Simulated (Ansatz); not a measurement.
Consider the ligand exchange at the Si–S bond: `C#CS[SiH3]` + `[OH][GeH2][SH]` → `[SiH3][O][GeH2][SH]` + `C#CS`.

Isolated molecules relaxed with PBE0-D4/def2-TZVP in Ansatz; ΔE leaves out vibrations. CCSD(T)/CBS is the MP2 limit (def2-TZVPP, def2-QZVPP) plus CCSD(T) − MP2 in def2-TZVPP, frozen cores. This one scheme is used for every species. DFT in def2-TZVPP. B3LYP here is the variant with VWN-RPA as its local correlation; programs differ in this. For Ge outer-core shells are correlated without core-valence functions, which leaves a few kJ/mol of doubt a bond. Scalar relativity is left out up to krypton. Each species was taken in one conformer, which may not be the lowest.

Question: Is it downhill or uphill in electronic energy at CCSD(T)/CBS, and by how much? (Estimate.)

Answer: Computed: Downhill: ΔE = -41.0 kJ/mol.

Question: What do these levels give: PBE-D4, PBE0-D4, ωB97X-V, ωB97M-V, PBE, PBE0, B3LYP, HF/def2-TZVPP, CCSD/def2-TZVPP, CCSD(T)/def2-TZVPP, MP2/def2-QZVPP, CCSD/CBS(def2)? (An estimate is asked.)

Answer: The calculation gave: PBE-D4 -25.1, PBE0-D4 -30.5, ωB97X-V -41.4, ωB97M-V -41.2, PBE -24.1, PBE0 -29.5, B3LYP -41.2, HF/def2-TZVPP -58.6, CCSD/def2-TZVPP -46.7, CCSD(T)/def2-TZVPP -43.5, MP2/def2-QZVPP -38.7, CCSD/CBS(def2) -44.2 kJ/mol.

Largest T1 diagnostic among the species: 0.013.

In def2-TZVPP, CCSD(T) changes the Hartree–Fock value by +15.1 kJ/mol (the triples alone add +3.2 kJ/mol) and MP2 by +19.0 kJ/mol. From PBE to PBE0 (25 % exact exchange), in def2-TZVPP and without D4, ΔE moves by −5.4 kJ/mol.
